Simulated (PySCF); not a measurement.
Run record: geometry optimisation, `F[Si@@H](Br)C1CC1`.

Computed with PBE0-D3(BJ)/def2-SVP geometry optimisation, gas phase (PySCF 2.14.0). Start geometry: GFN2-xTB. The input is one job of a driver script: a line of settings, then coordinates in Å.

Command:
```bash
OMP_NUM_THREADS=1 python probes_run.py task.json out
```

Input:
```
{"job": {"xc": "PBE0", "basis": "def2-SVP", "d3": "d3bj", "grid": 1, "shake": 0.01, "kind": "geom"}, "charge": 0, "multiplicity": 1}
F      1.798160    -2.256880    -0.220730
Si     1.298080    -0.892810     0.512890
Br     3.062430     0.412950     0.517080
C     -0.036040    -0.117060    -0.491840
C     -1.455060     0.008610     0.083150
C     -0.620640     1.235670    -0.112250
H      1.022120    -1.257020     1.882830
H     -0.017730    -0.322160    -1.558140
H     -2.295080    -0.144040    -0.543480
H     -1.626610    -0.331670     1.112980
H     -0.216550     1.724660     0.766990
H     -0.873390     1.911480    -0.899610
```

Task: What does the run print?

Result: 
```
step   0  E = -3080.29144713  max force = 0.027981
step   1  E = -3080.29535652  max force = 0.005948
step   2  E = -3080.29589910  max force = 0.001991
step   3  E = -3080.29596537  max force = 0.000609
step   4  E = -3080.29601058  max force = 0.000903
step   5  E = -3080.29609851  max force = 0.001429
step   6  E = -3080.29623472  max force = 0.001623
step   7  E = -3080.29635651  max force = 0.001655
step   8  E = -3080.29642810  max force = 0.001534
step   9  E = -3080.29648012  max force = 0.000905
step  10  E = -3080.29649710  max force = 0.001642
step  11  E = -3080.29650351  max force = 0.001027
step  12  E = -3080.29650387  max force = 0.000354
optimisation converged
```

Energies in Eh; «max force» is the largest Cartesian gradient component in Eh/bohr.

Task: Give the first gradient maximum in eV/Å.

Result: With 1 Eh/bohr = 51.422 eV/Å, 1.439 eV/Å.

Task: How much energy does the optimisation release, in kcal/mol?

Result: E(step 0) − E(last step) = 0.005057 Eh, which is 3.2 kcal/mol.

In short: final energy -3080.29650 Eh after 12 steps; dipole 2.63 D.

Task: Where do the atoms end?

Result: 0.297 Å rms from the input after alignment:
```
atom  x, y, z in Å
F1     2.0734   -1.9282   -0.0756
Si2    1.4555   -0.5518    0.5203
Br3    3.0830    0.9520    0.5292
C4     0.0575    0.0498   -0.5088
C5    -1.3505   -0.3955   -0.1823
C6    -0.9335    1.0020    0.1203
H7     1.0370   -0.8090    1.9220
H8     0.2837    0.2199   -1.5670
H9    -2.0249   -0.5721   -1.0239
H10   -1.4998   -1.0825    0.6569
H11   -0.7934    1.2857    1.1688
H12   -1.3129    1.8119   -0.5077
```

Hardware: Arm Neoverse V1, one thread (shared host). Cost: 2.2 min wall, 0.52 GiB resident at most.
Labels such as C1 count atoms from 1, the log's own numbers from 0.
